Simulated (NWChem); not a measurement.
# Correlation energy of HSb

```xyz
2

Sb     0.0000     0.0000     0.0332
H      0.0000     0.0000    -1.6917
```
Charge 0, spin multiplicity 3.

All runs are NWChem calculations. All single points use one geometry, from UPBE0/def2-SVP with def2 effective core potentials on Sb, a minimum by its harmonic frequencies.

Basis set: def2-SVP. Each correlation energy counts from its own Hartree-Fock reference.

```tsv
method	correlation energy (mHa)
CCSD(T) on UHF	-105.6
CCSD[T] on UHF	-105.7
SCS-UMP2	-83.9
CCSD[T] on ROHF	-110.8
CCSD(T) on ROHF	-110.8
CCSD on ROHF	-108.4
UMP2	-85.1
CCSDT on ROHF	-111.1
CCSD on UHF	-103.4
```

The values span 27.2 mHa, from CCSDT on ROHF (lowest) to SCS-UMP2 (highest). 

Effective core potentials replace the inner electrons of Sb; spin-orbit coupling is left out. The correlated methods keep 4 core orbitals frozen. This spin state was chosen for the runs; another may lie lower. The structure started from a generated list of species. The unpaired electrons of the parent sit in orbitals of symmetry b1 and b2 (C2v labels of the run); other states weren't searched. No SCF solution was tested for a lower state. Open-shell Hartree-Fock references start from PBE0 orbitals. No row is a measurement; the coupled-cluster row has its own basis-set and correlation limits.
